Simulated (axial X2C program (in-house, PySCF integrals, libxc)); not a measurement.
## InSi: properties at the nuclei

Calculated with an axial X2C code built on PySCF integrals: two-component X2C with atomic mean-field Coulomb and Gaunt terms, Gaussian nuclei, basis In dyall-cv3z, Si dyall-v3z with contracted cores.

R = 2.615 Å (near the PBE0 minimum at charge 0 of the determinant lowest at the starting distance; the state shown can have its own minimum elsewhere).

Determinant lowest in the PBE0 search, Ω = 3/2 (⟨Sz⟩ = 1.50, ⟨Lz⟩ = 0.00 at PBE0), spin on the atoms In 0.39, Si 1.10:

| level | Eeff magnitude (GV/cm) | Ws magnitude In (kHz) | A∥/gI In (MHz) | qzz In (a.u.) | A∥/gI Si (MHz) | qzz Si (a.u.) | μ (D) |
| --- | --- | --- | --- | --- | --- | --- | --- |
| PBE0 | 5.8 | 2.35 | -50.3 | -3.03 | -53.7 | -0.14 | -2.04 |
| HF | 8.43 | 3.4 | -270 | -3.73 | -83.1 | 0.01 | -2.49 |
| BHandHLYP | 6.19 | 2.52 | -41.5 | -3.21 | -33.4 | -0.11 | -2.11 |
| PBE50 | 6.41 | 2.6 | -109 | -3.33 | -60.4 | -0.09 | -2.26 |
| B3LYP | 5.52 | 2.25 | 17.8 | -2.87 | -23.3 | -0.17 | -1.85 |

Determinant 0.78 eV from it at PBE0 and this distance, Ω = 1/2 (⟨Sz⟩ = 0.49, ⟨Lz⟩ = 0.01 at PBE0), spin on the atoms In 0.19, Si 0.30:

```tsv
level	Eeff magnitude (GV/cm)	Ws magnitude In (kHz)	A∥/gI In (MHz)	qzz In (a.u.)	A∥/gI Si (MHz)	qzz Si (a.u.)	μ (D)
PBE0	6.31	7.46	345	-2.62	86.9	-0.34	-1.63
HF	5.37	5.92	-464	-4.30	355	-0.97	-1.26
BHandHLYP	4.36	5.27	127	-3.02	165	-0.45	-1.60
PBE50	6.18	7.36	125	-2.98	82.6	-0.33	-1.83
B3LYP	5.63	6.68	435	-2.49	127	-0.39	-1.44
```

Eeff is the effective electric field on the electron electric dipole moment in this Ω state and Ws the scalar–pseudoscalar constant of the nucleus named (defined with the proton number Z and per Ω); A∥ (defined per Ω) follows by multiplying with gI = μI/(I μN); qzz is the electric field gradient, eQq0 = 234.96 MHz × Q/barn × qzz; μ is positive if the Si end (last atom) is positive. The operators were transformed with the bare-nucleus X2C matrices; with these basis sets, hyperfine constants and field gradients can be off by tens of per cent, and where levels differ in sign neither size nor sign is settled.

Task: With Q(115In) = 0.772 barn (Q from Pyykkö, Mol. Phys. 2018), turn the PBE0 values of the first state into constants in MHz.

Result: eQq0(115In) = 234.96 × (0.772) × (-3.03) = -550 MHz.

Each state is one determinant with collinear spin, which with several unpaired electrons need not be a pure state. Unrestricted Hartree–Fock can overshoot spin polarisation at the nuclei. In the state Ω = 1/2 the sign of Eeff differs between levels (HF against PBE0). This is the top spin component of a Σ state; components of lower Ω are not single determinants and can lie lower. With several open shells hyperfine constants can be off by a factor of several. States lie within half an eV, so the first need not be the ground state. The sign of Ws at In differs between levels in the second state. Further determinants of the search, some of them spin-mixed, are not shown. Where a field gradient or hyperfine factor spreads by more than a factor of two over the levels, a constant derived from it is not to be relied on. PBE0 term energies can be off by some tenths of an eV.
